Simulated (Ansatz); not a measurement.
Calculated with Ansatz (gas phase, PBE0-D4/def2-TZVP geometries, no zero-point term in ΔE). CBS: MP2 limit from def2 TZ/QZ plus the TZ coupled-cluster correction, frozen cores. DFT in def2-TZVPP. B3LYP here is the variant with VWN-RPA as its local correlation; programs differ in this. def2 core potentials past Kr. For Se, Zr outer-core shells are correlated without core-valence functions, which leaves a few kJ/mol of doubt a bond. Scalar relativity is left out up to krypton. Each species was taken in one conformer, which may not be the lowest.

Reaction (ligand exchange at a Zr–N bond): `CC(C)[NH][Zr]([F])([F])[F]` + H₂Se → `[F][Zr]([F])([F])[SeH]` + `CC(C)N`

| level | ΔE (kJ/mol) |
| --- | --- |
| LDA (SPW92) | -18.3 |
| BLYP-D4 | -16.5 |
| r2SCAN-D4 | -24.9 |
| r2SCAN0-D4 | -26.5 |
| B2PLYP | -24.6 |
| B3LYP | -28.0 |
| HF/def2-SVP | -19.6 |
| MP2/def2-TZVPP | -18.8 |

Q: What does CCSD(T)/CBS give? (Estimate.)

A: Computed: -20.0 kJ/mol. The listed levels differ from it by 1.7, 3.5, -4.9, -6.5, -4.6, -8.0, 0.4, 1.2 kJ/mol.

Largest T1 diagnostic among the species: 0.016.

The D4 term adds +8.9 kJ/mol with B3LYP and +5.2 kJ/mol with PBE0; it sums over pairs of atoms, weighted by their polarisabilities, and B3LYP, whose exchange is more repulsive, gets the larger term. At CCSD(T), def2-SVP lies +20.3 kJ/mol from the extrapolated value and def2-TZVPP +2.8 kJ/mol. Leaving LDA and LC-ωPBE aside and taking each functional with its dispersion term where it has one, the values, not all of them listed here, spread over 10.5 kJ/mol, from PBE-QIDH to CAM-B3LYP-D4. LDA lies +11.2 kJ/mol from PBE without D4.
